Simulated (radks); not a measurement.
Question: Radial electron density D(r) = 4 pi r^2 rho(r) of an atom or ion with 48 electrons. Calculated with a radial shooting solver on a logarithmic mesh with Libxc functionals: scalar-relativistic Kohn-Sham, exchange-only B88, spin-polarised, spherical densities, point nucleus.

```
   r/bohr * D(r) (the largest magnitude, 82.5, reaches the edge; | marks zero)
 0.002774 |     *
 0.003759 |         *
 0.005054 |              *
 0.006795 |                     *
  0.00921 |                             *
  0.01238 |                                     *
  0.01665 |                                          *
  0.02238 |                                           *
  0.03033 |                                       *
  0.04078 |                                     *
  0.05483 |                                           *
  0.07372 |                                                     *
  0.09991 |                                                      *
   0.1343 |                                           *
   0.1806 |                                       *
   0.2428 |                                             *
   0.3291 |                                     *
   0.4424 |                  *
   0.5948 |              *
   0.8061 |               *
    1.084 |        *
    1.457 |   *
    1.959 |*
    2.655 *
     3.57 |*
    4.799 *
    6.453 *
    8.745 *
```

What is the nuclear charge?

Answer: Z = 51. The innermost maximum, from 1s, lies near gamma/Z bohr with gamma = sqrt(1 - (Z/c)^2) = 0.928, here 0.0182 bohr (found: 0.0199), and its height grows with Z. The density is that of the antimony ion Sb3+ in [Kr] 4d8 5s2 6s2; the configuration itself is not fixed sharply by these data, and Z only to a few units. D(r) has 5 maxima, at r = 0.0199, 0.0879, 0.257, 0.732, 3.57 bohr, and minima at 0.0389, 0.168, 0.553, 2.76 bohr, inside which lie 1.99, 11.16, 29.05, 46.13 electrons.
